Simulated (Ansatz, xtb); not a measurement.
## Two conformers of BF2H3Si

We compare I, `FB[SiH2]F`, a singlet, with II, `FB[SiH2]F`, a singlet. Both are isolated molecules in the gas phase, relaxed with r2SCAN-D4/def2-SVP.

I (Å):

```yaml
atoms:
  - { symbol: B, position_ang: [0.9767, 0.0153, -1.2152] }
  - { symbol: F, position_ang: [0.4186, 0.4569, -2.3306] }
  - { symbol: F, position_ang: [-1.7475, -0.5936, -0.0318] }
  - { symbol: Si, position_ang: [-0.1553, -0.6713, 0.3233] }
  - { symbol: H, position_ang: [2.1911, 0.0425, -1.1608] }
  - { symbol: H, position_ang: [0.0933, 0.1414, 1.5540] }
  - { symbol: H, position_ang: [0.1905, -2.0940, 0.6288] }
```

II (Å):

```csv
atom,x (Å),y (Å),z (Å)
B,0.0175,-1.4126,0.0953
F,-0.5181,1.4905,0.6372
F,0.1291,-2.4047,-0.7789
Si,-0.4473,0.4376,-0.6097
H,0.5836,0.9281,-1.5756
H,0.2024,-1.6880,1.2628
H,-1.7756,0.4395,-1.2969
```

Problem. Estimate E(II) − E(I) at the level CCSD(T)/def2-TZVP.

Solution. Too close to call at this level: CCSD(T)/def2-TZVP gives E(II) − E(I) = −0.23 kJ/mol.

How the difference moves with the method:

```
             level            geometry  E(II) − E(I) (kJ/mol)  departure from the last row (kJ/mol)  job, with rough time for the two
r2SCAN-D4/def2-SVP  r2SCAN-D4/def2-SVP                   +0.69                                 +0.92                optimisation, 59 s
      HF/def2-TZVP  r2SCAN-D4/def2-SVP                   −1.03                                 −0.80           part of the CCSD(T) run
     MP2/def2-TZVP  r2SCAN-D4/def2-SVP                   −0.17                                 +0.06           part of the CCSD(T) run
 CCSD(T)/def2-TZVP  r2SCAN-D4/def2-SVP                   −0.23                                                   single point, 1.8 min
```

The largest departure from CCSD(T)/def2-TZVP is that of r2SCAN-D4/def2-SVP, 0.92 kJ/mol. Levels run at GFN2-xTB geometries aren't shown.

With harmonic frequencies from r2SCAN-D4/def2-SVP (ideal gas, rigid rotor, one conformer each, 298.15 K, 1 atm): on the last row, ΔE + ΔZPE = −0.74 kJ/mol. A mode under 50 cm⁻¹ makes harmonic enthalpies and free energies unreliable, so none is given.

The correlated steps freeze 8 core orbitals. Codes used: Ansatz 0.2.0; the last row on 1 thread of Intel(R) Xeon(R) Processor @ 2.50GHz (Skylake/Cascade Lake) on a shared host.
